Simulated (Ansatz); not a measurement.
Geometry optimisation, UKS PBE0/STO-3G in Ansatz.

input.yaml

```yaml
crystal:
  periodic: [false, false, false]
  atoms:
    - { symbol: "N", position_ang: [-0.7353, -0.4031, 1.0475] }
    - { symbol: C, position_ang: [0.1499, -0.5497, -0.0729] }
    - { symbol: S, position_ang: [0.1745, -2.304, -0.5652] }
    - { symbol: O, position_ang: [-0.187, 0.2134, -1.1938] }
    - { symbol: Al, position_ang: [0.143, 2.0016, -1.009] }
    - { symbol: H, position_ang: [-0.4518, -0.9038, 1.8516] }
    - { symbol: H, position_ang: [-1.6903, -0.7342, 0.7569] }
    - { symbol: H, position_ang: [1.2224, -0.2505, 0.2442] }
    - { symbol: H, position_ang: [0.8097, -2.6864, 0.7018] }
    - { symbol: H, position_ang: [1.552, 2.5726, -1.4664] }
    - { symbol: H, position_ang: [-0.9218, 2.9872, -0.2741] }
magnetization:
  spin_polarized: true
basis:
  gaussian: { orbitals: STO-3G }
hamiltonian:
  xc: pbe0
relax:
  f_tol: 0.02
  max_steps: 40
output:
  orbitals: {}
```

Command:

```bash
$ ansatz run input.yaml --threads 1 --pin off --max-ram 2048MiB --backend cpu --events-out ev --progress --plain --runs-dir out
```

**Question.** Where does it end, and by what steps?

**Answer.** The run converged. Limits of this set-up: minimal basis. After 19 steps the energy has fallen by 2.734 eV; H10 moved furthest, 1.57 Å. Joined: N1–Al5 (3.28 → 1.96 Å).

| step | energy less start (eV) | largest force component (eV/Å) | accepted |
| --- | --- | --- | --- |
| 0 | 0.0000 | 3.418 | yes |
| 1 | -0.9922 | 1.662 | yes |
| 2 | -1.1384 | 0.834 | yes |
| 3 | -1.2894 | 0.629 | yes |
| 4 | -1.5419 | 0.852 | yes |
| 5 | -1.9321 | 0.908 | yes |
| 6 | -2.2996 | 0.699 | yes |
| 7 | -2.5297 | 0.985 | yes |
| 8 | -2.6322 | 0.549 | yes |
| 9 | -2.6732 | 0.532 | yes |
| 10 | -2.7108 | 0.276 | yes |
| 11 | -2.7059 | 0.364 | no |
| 12 | -2.7233 | 0.040 | yes |
| 13 | -2.7276 | 0.075 | yes |
| 14 | -2.7302 | 0.124 | yes |
| 15 | -2.7320 | 0.124 | yes |
| 16 | -2.7331 | 0.099 | yes |
| 17 | -2.7334 | 0.044 | yes |
| 18 | -2.7335 | 0.023 | yes |
| 19 | -2.7335 | 0.018 | yes |

```xyz
11
Properties=species:S:1:pos:R:3
N -0.305 0.204 0.790
C 0.458 -0.657 -0.320
S -0.412 -2.267 -0.609
O 0.482 0.200 -1.406
Al -0.184 1.628 -0.549
H 0.214 0.224 1.702
H -1.237 -0.236 0.994
H 1.455 -0.895 0.143
H 0.314 -2.928 0.327
H 0.835 2.617 -0.072
H -1.555 2.052 -0.979
```

Whether the end is a true minimum wasn't checked by a vibrational analysis.

The run took 97 s on 1 thread of Arm Neoverse V2, on a shared host, peak memory 0.2 GiB.
